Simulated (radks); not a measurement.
The numbers below are computed, except where a source is named.
The nitrogen anion N3-, [Ne], held by a Watson sphere: a shell of charge +3 at radius R that stands for the Madelung well of a crystal (potential energy -3/R inside, -3/r outside, in hartree with lengths in bohr). Level of theory: scalar-relativistic Kohn-Sham, LDA (Slater exchange, VWN5 correlation), spin-polarised, spherical densities, point nucleus (a radial shooting solver on a logarithmic mesh with Libxc functionals). Response by self-consistent Sternheimer equations with the Hartree and adiabatic LDA kernel, the relativistic mass of each level held fixed and spin-orbit coupling left out. The sphere does not respond.

R (bohr) = 1.63: e(1s) (eV) -373.63; e(2s) (eV) -20.406; e(2p) (eV) -9.015; <r> 2p (bohr) 1.593; sum of <r^2> (bohr^2) 24.27; X-ray form factor at sin(theta)/lambda = 0.1 1/angstrom 8.446; alpha (bohr^3) 13.35
R (bohr) = 1.98: e(1s) (eV) -374.46; e(2s) (eV) -18.479; e(2p) (eV) -7.683; <r> 2p (bohr) 1.743; sum of <r^2> (bohr^2) 28.80; X-ray form factor at sin(theta)/lambda = 0.1 1/angstrom 8.211; alpha (bohr^3) 20.16
R (bohr) = 1.99: e(1s) (eV) -374.48; e(2s) (eV) -18.429; e(2p) (eV) -7.647; <r> 2p (bohr) 1.747; sum of <r^2> (bohr^2) 28.94; X-ray form factor at sin(theta)/lambda = 0.1 1/angstrom 8.204; alpha (bohr^3) 20.40
R (bohr) = 2.06: e(1s) (eV) -374.61; e(2s) (eV) -18.090; e(2p) (eV) -7.406; <r> 2p (bohr) 1.776; sum of <r^2> (bohr^2) 29.87; X-ray form factor at sin(theta)/lambda = 0.1 1/angstrom 8.158; alpha (bohr^3) 22.12
R (bohr) = 2.63: e(1s) (eV) -375.23; e(2s) (eV) -15.873; e(2p) (eV) -5.740; <r> 2p (bohr) 2.007; sum of <r^2> (bohr^2) 37.90; X-ray form factor at sin(theta)/lambda = 0.1 1/angstrom 7.804; alpha (bohr^3) 42.06
R (bohr) = 2.78: e(1s) (eV) -375.30; e(2s) (eV) -15.435; e(2p) (eV) -5.384; <r> 2p (bohr) 2.068; sum of <r^2> (bohr^2) 40.16; X-ray form factor at sin(theta)/lambda = 0.1 1/angstrom 7.716; alpha (bohr^3) 49.54
R (bohr) = 2.88: e(1s) (eV) -375.33; e(2s) (eV) -15.172; e(2p) (eV) -5.164; <r> 2p (bohr) 2.107; sum of <r^2> (bohr^2) 41.71; X-ray form factor at sin(theta)/lambda = 0.1 1/angstrom 7.658; alpha (bohr^3) 55.17
R (bohr) = 2.96: e(1s) (eV) -375.35; e(2s) (eV) -14.978; e(2p) (eV) -4.998; <r> 2p (bohr) 2.139; sum of <r^2> (bohr^2) 42.97; X-ray form factor at sin(theta)/lambda = 0.1 1/angstrom 7.613; alpha (bohr^3) 60.08
R (bohr) = 3.19: e(1s) (eV) -375.38; e(2s) (eV) -14.488; e(2p) (eV) -4.564; <r> 2p (bohr) 2.231; sum of <r^2> (bohr^2) 46.73; X-ray form factor at sin(theta)/lambda = 0.1 1/angstrom 7.487; alpha (bohr^3) 76.35
